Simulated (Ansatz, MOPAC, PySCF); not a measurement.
Molecule: CH₃Se (charge 0, doublet). SMILES: [Se]C
Coordinates optimised at B3LYP-D3(BJ)/def2-TZVP (Ansatz, a quantum-chemistry and plane-wave program):
```xyz
5

C      0.7415    -1.2865    -0.3234
Se    -0.2139     0.3661     0.0914
H      1.7858    -1.1116    -0.0572
H      0.6798    -1.5062    -1.3862
H      0.3576    -2.1092     0.2745
```
Charge 0, spin multiplicity 2.

Property: vertical electron affinity to the singlet, in eV. Terms: dispersion terms only where a functional's name holds one; spin-orbit terms left out; UHF or UKS for open shells; each state is the SCF solution reached for its charge and spin; LANL2DZ with its own core potentials from Na on; non-relativistic; 6-31G* and kin with 6d, 5d where marked. Ab initio and DFT rows: single points at B3LYP-D3(BJ) geometries (Ansatz). Semi-empirical rows: differences of heats of formation at the shared geometry for vertical values. Anions need diffuse functions, which STO-3G, LANL2DZ, def2-SVP, cc-pVDZ and Pople sets without + lack.

```
level                                    program  vertical electron affinity to the singlet (eV)
---------------------------------------  -------  ----------------------------------------------
PM3                                        MOPAC                                            2.25
PBE/6-31G*                                Ansatz                                            1.40
B3LYP/STO-3G                              Ansatz                                           -2.58
B3LYP/3-21G                               Ansatz                                            0.95
B3LYP/6-31G*                              Ansatz                                            1.47
B3LYP/6-31G* with LANL2DZ past Ar         Ansatz                                            1.28
M06-2X/6-31G* with LANL2DZ past Ar (5d)    PySCF                                            1.42
PBE/def2-TZVPD                            Ansatz                                            1.82
B3LYP/def2-TZVPD                          Ansatz                                            1.87
```

No value to compare with is used here. The 7 habitual levels span -2.58 (B3LYP/STO-3G) to 2.25 eV (PM3); PBE/def2-TZVPD gives 1.82.

The levels are drawn from those run, B3LYP/6-31G* more often than the rest, none by its result; runs whose electronic state is in doubt are left out.
